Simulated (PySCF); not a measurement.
[RhF6]3-: computed shieldings and shifts

[RhF6]3-, [F6Rh]3-, point group Oh.

Geometry:
```tsv
atom	x (Å)	y (Å)	z (Å)
Rh1	0.000	0.000	0.000
F2	-0.023	-0.013	2.024
F3	0.023	0.012	-2.023
F4	2.023	0.008	0.023
F5	-2.024	-0.007	-0.022
F6	-0.006	2.024	0.011
F7	0.007	-2.024	-0.012
```

Total charge -3.

GIAO calculations in PySCF 2.14.0 with density-fitted response routines on the PBE0-D3(BJ)/def2-SVP structure: isolated species, scalar relativity only through the core potential, equivalent atoms averaged; basis pcSseg-1 (def2-TZVP on Rh).

(1) Give the isotropic shieldings (ppm) with KT2, PBE0.

(2) And the chemical shifts, against references computed in the same way?

(3) Which part of the shielding of F2/F3/F4/F5/F6/F7 depends on the functional?

Answers

(1) 
```tsv
atoms	environment	KT2	PBE0
F2/F3/F4/F5/F6/F7	fluorine bonded to Rh	668.8	813.6
HOMO–LUMO gap (eV)	–	2.41	5.32
```

(2) 
```
            atoms  nucleus, reference     KT2    PBE0
F2/F3/F4/F5/F6/F7          ¹⁹F, CFCl3  -530.2  -636.4
```

(3) Diamagnetic: KT2 482, PBE0 481 ppm; paramagnetic: KT2 187, PBE0 333 ppm. The diamagnetic part, set mainly by inner electrons, hardly moves; the paramagnetic part goes with low-lying magnetically allowed excitations and carries the spread.

The ion is multiply charged and has no counter-ions or solvent here.

Rh is described by an effective core potential, so it has no shielding of its own here; spin–orbit effects on the atoms bonded to it, which can be large, are absent, and the values of these neighbours are rough. Unscaled 19F shifts against computed CFCl3 carry errors that often reach 10 to 50 ppm.
